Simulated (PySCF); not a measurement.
**Ions at one geometry of Tl(SH)3**

PySCF 2.14.0, RKS PBE0, Tl def2-SVP with ECP60, S def2-SVP, H def2-SVP; non-relativistic Hamiltonian with scalar-relativistic core potentials where named; density fitting; no spin-orbit coupling; singlets restricted, open shells unrestricted. The geometry is relaxed for charge 0, singlet, vacuum:

```xyz
7

Tl    0.0000    0.0000    0.5274
S     2.4068   -0.5160    0.5271
H     2.7585    0.7896    0.5312
S    -0.7565    2.3423    0.5271
H    -2.0631    1.9942    0.5312
S    -1.6503   -1.8263    0.5271
H    -0.6955   -2.7838    0.5312
```

Energies count from the relaxed state; an electron taken off or put on is at rest in vacuum. Charges and spins are Mulliken's.

```csv
state,energy (eV),spin squared,charge on Tl1 (e),spin on Tl1 (e),dipole about the centre of mass (D)
"charge 0, singlet, vacuum",0.00,0.00,0.42,0.00,0.01
"charge +1, doublet, vacuum",9.27,0.76,0.50,-0.08,1.49
```

What does the state charge -1, doublet, vacuum give?

energy (eV) -0.74, spin squared 0.75, charge on Tl1 (e) 0.15, spin on Tl1 (e) 0.34, dipole about the centre of mass (D) 0.01.

With an electron taken off (doublet) the charges change, summed by element, by Tl +0.08 e, S +0.75 e, H +0.17 e. The vertical ionisation energy is 9.27 eV, against −ε(HOMO) = 7.41 eV of the relaxed state. The level lies 1.9 eV too high, as is usual for semilocal functionals and global hybrids, which keep a self-interaction error.

With an electron put on (doublet) the charges change, summed by element, by Tl -0.27 e, S -0.55 e, H -0.18 e. The vertical electron affinity is 0.74 eV, against −ε(LUMO) = 2.56 eV of the relaxed state. The basis has no diffuse functions, which an added electron needs. The added electron's level lies above zero.

Open shells may have lower solutions than those found.
